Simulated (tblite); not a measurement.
C6H7FN (doublet state).
SMILES: `FC1=CC[C@@H](C)C1=[N]`

Computed values, GFN2-xTB/tblite, gas phase, harmonic and unscaled. Errors from tens to a few hundred cm⁻¹ against measured bands are possible. Open shells enter through the occupations alone, without spin polarisation, and single modes of such species can be off by tens of per cent.

Harmonic wavenumbers (cm⁻¹): 35.5, 212.7, 220.9, 242.2, 274.9, 341.5, 411.5, 465.9, 530.1, 642.4, 669.1, 766.7, 791.4, 881.8, 911.6, 929.8, 1027.9, 1035.2, 1073.9, 1123.9, 1170.1, 1185.3, 1202.8, 1228.7, 1281.9, 1290.7, 1403.4, 1456.0, 1481.8, 1492.3, 1680.2, 1798.6, 2950.5, 2965.7, 2976.3, 3024.8, 3034.9, 3051.3, 3126.1.

A = 3241, B = 1967, C = 1359 MHz; mass 112.056 u (most abundant isotopes); point group C1, symmetry number 1; spin multiplicity 2.

Question: What is the zero-point energy?

Answer: ½Σν̃ = 25195 cm⁻¹ = 72.04 kcal/mol.

Question: Entropy at 298.15 K, 1 bar (ideal gas, RRHO, classical rotation)?

Answer: Translation 40.08, rotation 28.01, vibration 18.45, spin (R ln 2) 1.38: S = 87.9 cal/(mol K).

Question: And Cp and H(298.15 K) − H(0)?

Answer: Cp = 30.09 cal/(mol K), of which vibrations give 22.14 (their classical limit is 39 R = 77.5); H(298.15 K) − H(0) = 5.40 kcal/mol without the zero-point energy, 3.03 from vibrations.

Question: Which modes carry the vibrational entropy at 298.15 K?

Answer: 35.5 cm⁻¹: 5.50; 212.7 cm⁻¹: 2.02; 220.9 cm⁻¹: 1.95; 242.2 cm⁻¹: 1.79; 274.9 cm⁻¹: 1.57; 341.5 cm⁻¹: 1.21 cal/(mol K); the other 33 give 4.42 together.

Question: How do the functions run with temperature in this model?

Answer: 
| T (K) | S (cal/(mol K)) | Cp (cal/(mol K)) | H − H(0) (kcal/mol) | G − H(0) (kcal/mol) | ln q(vib) |
| --- | --- | --- | --- | --- | --- |
| 100 | 65.5 | 13.9 | 1.05 | -5.50 | 1.07 |
| 200 | 77.6 | 22.0 | 2.85 | -12.68 | 2.54 |
| 300 | 88.1 | 30.2 | 5.46 | -20.97 | 4.20 |
| 500 | 107.2 | 45.1 | 13.07 | -40.54 | 7.77 |
| 800 | 131.8 | 59.3 | 28.94 | -76.52 | 13.23 |
| 1000 | 145.7 | 65.3 | 41.43 | -104.31 | 16.69 |

q(vib) and H(0) count from the zero-point level.

Question: Blend soft modes into free rotors: weight 1/[1 + (100 cm⁻¹/ν̃)⁴] for the oscillator and the rest for a rotor with moment μB/(μ + B), μ = h/(8π²ν), B = 10⁻⁴⁴ kg m². What vibrational entropy results?

Answer: 16.89 cal/(mol K) in place of 18.45, which changes −T·S at 298.15 K by +0.47 kcal/mol.

Hindered rotation and anharmonicity are outside this model. The structure is chiral; the term R ln 2 for an equal mix with its mirror image is left out.
